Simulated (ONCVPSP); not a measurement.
**hydrogen: one change to an ONCV potential, before and after**

hydrogen, optimised norm-conserving Vanderbilt (ONCV), made with ONCVPSP 4.0.1 (PW91, scalar-relativistic). Core none, reference 1s1. Waves: 1s: rc 1.20 bohr, ncon 3, nbas 7, qcut 5.8 1/bohr, 2 projectors, debl 1.4 Ha; p scattering state at 0.2 Ha: rc 1.15 bohr, ncon 4, nbas 9, qcut 7.5 1/bohr, local. Local part: the p channel. Core correction: none.

Change: all radii scaled by about 1.08 (s 1.30, p 1.24 bohr).

Cutoffs: the cutoffs (Ha) at which the residual kinetic energy of the hardest occupied pseudo-wave falls to 1 and 0.1 mHa per electron; they do not see the model core or the augmentation charge, which bear on the density cutoff. Errors are all-electron minus pseudo energies relative to the spin-unpolarised reference configuration.

Question: Predict the effect on cutoff, ghosts and configuration errors.

Answer: The potential gets softer (12 Ha and 18 Ha → 11 Ha and 16 Ha); neither file shows a bound ghost. A larger radius leaves more room for a smooth pseudo-wave, so fewer plane waves are needed.

| quantity | base | changed |
| --- | --- | --- |
| cutoff, loose | 12 Ha | 11 Ha |
| cutoff, tight | 18 Ha | 16 Ha |
| bound ghosts | none | none |
| GHOST(+) flags under 300 eV | none | none |
| error for 1s0.5, meV [ΔE 4.79 eV] | +3.2 | +4.1 |
